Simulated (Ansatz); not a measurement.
Consider the homolysis of the Al–H bond: `[AlH2][Br]` → `[AlH][Br]`• + H•.

Gas-phase electronic energies from Ansatz, PBE0-D4/def2-TZVP geometries. CCSD(T)/CBS is the MP2 limit (def2-TZVPP, def2-QZVPP) plus CCSD(T) − MP2 in def2-TZVPP, frozen cores. This one scheme is used for every species, atoms too. DFT in def2-TZVPP. Open shells (•) are unrestricted, without spin–orbit coupling. For Br outer-core shells are correlated without core-valence functions, so the limit isn't a true one: a few kJ/mol of doubt a bond, and 10 to 20 or more in all where bonds break to atoms. Scalar relativity is left out up to krypton.

`[AlH2][Br]`:

```xyz
4

Al   -0.169    0.071    0.079
Br    1.743   -0.727   -0.815
H    -1.323    0.479   -0.913
H    -0.251    0.178    1.649
```

`[AlH][Br]`•:

Cartesian coordinates in Å:
```
Al -0.664 -0.146 0.216
Br 1.178 -1.304 -0.447
H -0.515 1.450 0.231
```

```
             level  ΔE (eV)  difference from CCSD(T)/CBS
       LDA (SPW92)     3.85                         0.03
         revPBE-D4     3.47                        -0.35
         r2SCAN-D4     3.58                        -0.24
            B97M-V     3.84                         0.02
           PBE0-D4     3.55                        -0.27
        r2SCANh-D4     3.59                        -0.23
           ωB97M-V     3.82                         0.00
          PBE-QIDH     3.63                        -0.19
               PBE     3.49                        -0.33
              PBE0     3.54                        -0.28
           r2SCANh     3.59                        -0.23
         CAM-B3LYP     3.75                        -0.07
      MP2/def2-SVP     3.53                        -0.29
    MP2/def2-TZVPP     3.62                        -0.20
   CCSD/def2-TZVPP     3.75                        -0.07
SCS-MP2/def2-QZVPP     3.82                         0.00
       CCSD(T)/CBS     3.82                            0
```

Largest T1 diagnostic among the species: 0.011.

From BLYP to BHLYP (50 % exact exchange), in def2-TZVPP and without D4, ΔE moves by +0.12 eV. At CCSD(T), def2-SVP lies −0.17 eV from the extrapolated value and def2-TZVPP −0.07 eV: correlation converges slowly with the basis, and small sets miss more of it in the bonded molecule than in its fragments.
